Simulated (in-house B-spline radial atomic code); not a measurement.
## Ta8+: [Kr] 4d9 4f13 5s2 5p4 9g1 (an excited or competing configuration)

Method: Dirac-Hartree-Fock, average of configuration, Fermi nucleus of rms radius 5.3507 fm. Calculated with a radial B-spline atomic code at the basis-set limit.

Effective charges: Z_r = [3n² - l(l+1)]/(2<r>) from the radius, Z_e = n√(-2ε) from the energy, and Slater's rules. Values are occupation-weighted means over j. An effective charge above Z reflects the relativistic contraction of the inner shells.

| shell | electrons | ε (eV) | <r> (bohr) | Z_r | Z_e | Slater |
| --- | --- | --- | --- | --- | --- | --- |
| 1s | 2 | -68007 | 0.01866 | 80.38 | 70.70 | 72.70 |
| 2s | 2 | -11957 | 0.07828 | 76.65 | 59.29 | 68.85 |
| 2p | 6 | -10560 | 0.07014 | 71.28 | 55.72 | 68.85 |
| 3s | 2 | -2924.7 | 0.2037 | 66.26 | 43.98 | 61.75 |
| 3p | 6 | -2496.6 | 0.2036 | 61.40 | 40.64 | 61.75 |
| 3d | 10 | -1964.4 | 0.1858 | 56.52 | 36.05 | 51.85 |
| 4s | 2 | -752.28 | 0.4569 | 52.53 | 29.74 | 45.25 |
| 4p | 6 | -606.56 | 0.4836 | 47.56 | 26.71 | 45.25 |
| 4d | 9 | -411.84 | 0.5161 | 40.69 | 22.01 | 34.20 |
| 5s | 2 | -221.18 | 1.029 | 36.44 | 20.16 | 17.75 |
| 4f | 13 | -194.97 | 0.5767 | 31.21 | 15.14 | 23.80 |
| 5p | 4 | -179.33 | 1.138 | 32.08 | 18.15 | 17.75 |
| 9g | 1 | -13.843 | 12.11 | 9.21 | 9.08 | - |

The least bound orbital is 9g7/2 at -13.84 eV, and it is also the most diffuse (<r> = 12.11 bohr). The part-filled 4d shell lies below the filled 5s shell in orbital energy.

Spin-orbit splittings of the orbital energies (j = l + 1/2 above j = l - 1/2 when positive): 2p 1273 eV, 3p 278.6 eV, 3d 60.06 eV, 4p 65.48 eV, 4d 12.3 eV, 4f 2.279 eV, 5p 12.17 eV, 9g -0.002169 eV.

For the 1s electron the small component carries 7.56 % of the norm, the zero-frequency Breit interaction raises the level by 232.6 eV, self-energy by 144.7 eV, and vacuum polarisation lowers it by 26.96 eV.
